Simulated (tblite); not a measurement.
Species: C5H6BBrF2.
Atom-mapped SMILES: `[F:1][CH:2]([F:3])[CH2:4][CH2:5][C:6]#[C:7][BH:8][Br:9]` (hydrogens: H10 on C2; H11, H12 on C4; H13, H14 on C5; H15 on B8)

Computed with GFN2-xTB (tblite), gas phase: L-BFGS steps from a force-field or distance-geometry start until the largest atomic force falls under 0.01 eV/Å.

Step 7: E = -776.3936 eV
```
atom  x, y, z in Å  |  force x, y, z in eV/Å
F1     -2.4824    0.2701    0.6790    0.055   0.117  -0.092
C2     -1.7632    0.4638   -0.4621    0.021  -0.085   0.021
F3     -2.6105    1.0413   -1.3367   -0.025  -0.033  -0.152
C4     -1.2017   -0.8687   -0.9402   -0.014  -0.030  -0.018
C5     -0.2182   -1.3170    0.1535   -0.108  -0.035  -0.011
C6      0.8446   -0.3545    0.3088   -0.102  -0.247  -0.004
C7      1.6878    0.4995    0.4348    0.323   0.246  -0.174
B8      2.7970    1.5025    0.3970   -0.020   0.003   0.127
Br9     4.5384    0.9817    0.8144    0.104  -0.059   0.035
H10    -0.9415    1.1705   -0.2449   -0.250   0.073   0.032
H11    -2.0119   -1.5976   -1.0686    0.145   0.157   0.096
H12    -0.6934   -0.7381   -1.9024   -0.096   0.063   0.175
H13    -0.7611   -1.3638    1.1020    0.021  -0.139   0.053
H14     0.1972   -2.3000   -0.0628    0.016  -0.079  -0.056
H15     2.6142    2.6183    0.0948   -0.069   0.048  -0.033
```

Step 8: E = -776.4018 eV
```
atom  x, y, z in Å  |  force x, y, z in eV/Å
F1     -2.4890    0.2767    0.6763    0.058   0.102  -0.071
C2     -1.7661    0.4679   -0.4606   -0.004  -0.081  -0.079
F3     -2.6149    1.0392   -1.3437    0.047  -0.078  -0.081
C4     -1.2003   -0.8653   -0.9384    0.026   0.006   0.094
C5     -0.2186   -1.3235    0.1529    0.024   0.007   0.009
C6      0.8480   -0.3635    0.3094    0.038  -0.053   0.016
C7      1.6903    0.4960    0.4291    0.087   0.026  -0.207
B8      2.7946    1.4998    0.3907    0.104   0.097   0.163
Br9     4.5396    0.9822    0.8179    0.042  -0.046   0.011
H10    -0.9494    1.1809   -0.2458   -0.240   0.055   0.035
H11    -2.0055   -1.5940   -1.0603    0.021   0.082   0.042
H12    -0.6947   -0.7342   -1.8991   -0.063   0.071   0.115
H13    -0.7597   -1.3698    1.1022    0.015  -0.151   0.049
H14     0.2057   -2.3061   -0.0628   -0.079  -0.011  -0.064
H15     2.6158    2.6218    0.0990   -0.076  -0.026  -0.032
```

Step 9: E = -776.4100 eV
```
atom  x, y, z in Å  |  force x, y, z in eV/Å
F1     -2.4937    0.2845    0.6729    0.016   0.070  -0.026
C2     -1.7690    0.4704   -0.4609   -0.032  -0.033  -0.134
F3     -2.6181    1.0356   -1.3525    0.091  -0.121  -0.029
C4     -1.1987   -0.8620   -0.9350    0.059   0.034   0.178
C5     -0.2188   -1.3294    0.1529    0.150   0.041   0.047
C6      0.8522   -0.3721    0.3104    0.172   0.134   0.028
C7      1.6940    0.4929    0.4192   -0.116  -0.171  -0.207
B8      2.7944    1.4995    0.3892    0.173   0.130   0.154
Br9     4.5425    0.9813    0.8215   -0.023  -0.021  -0.005
H10    -0.9615    1.1912   -0.2457   -0.177   0.058   0.025
H11    -1.9994   -1.5893   -1.0519   -0.109  -0.012  -0.005
H12    -0.6971   -0.7292   -1.8939   -0.008   0.073   0.028
H13    -0.7582   -1.3784    1.1035    0.021  -0.149   0.032
H14     0.2116   -2.3119   -0.0644   -0.153   0.050  -0.070
H15     2.6153    2.6250    0.1015   -0.065  -0.083  -0.016
```

Q: Estimate the geometry and energy of step 10. (The exact step hangs on the optimiser's Hessian estimate; all steps are aligned on step 9, rigid shifts and turns removed.)

A: E = -776.4197 eV, largest force 0.398 eV/Å
```
atom  x, y, z in Å  |  force x, y, z in eV/Å
F1     -2.4985    0.2950    0.6685   -0.057   0.023   0.030
C2     -1.7727    0.4726   -0.4631   -0.053   0.038  -0.120
F3     -2.6203    1.0290   -1.3644    0.102  -0.158  -0.006
C4     -1.1960   -0.8580   -0.9283    0.064   0.036   0.198
C5     -0.2169   -1.3356    0.1545    0.227   0.069   0.082
C6      0.8588   -0.3815    0.3117    0.260   0.274   0.028
C7      1.6995    0.4891    0.4031   -0.227  -0.283  -0.163
B8      2.7966    1.5011    0.3915    0.169   0.105   0.103
Br9     4.5461    0.9794    0.8256   -0.074   0.008  -0.011
H10    -0.9795    1.2045   -0.2450   -0.063   0.075   0.003
H11    -1.9940   -1.5834   -1.0421   -0.208  -0.094  -0.041
H12    -0.7004   -0.7219   -1.8866    0.055   0.061  -0.051
H13    -0.7556   -1.3918    1.1058    0.042  -0.127   0.014
H14     0.2154   -2.3181   -0.0680   -0.197   0.094  -0.076
H15     2.6130    2.6276    0.1037   -0.039  -0.121   0.012
```

The energy changes by -0.0097 eV. The first-order estimate −F·Δx gives -0.0132 eV and the mean of the old and new forces, exact on a quadratic surface, -0.0097 eV. The step makes an angle of 64° with the force vector and moves no atom by more than 0.022 Å.

The cost below is that of the whole relaxation. On Arm Neoverse V2, one thread (shared host), this took 0.47 s.
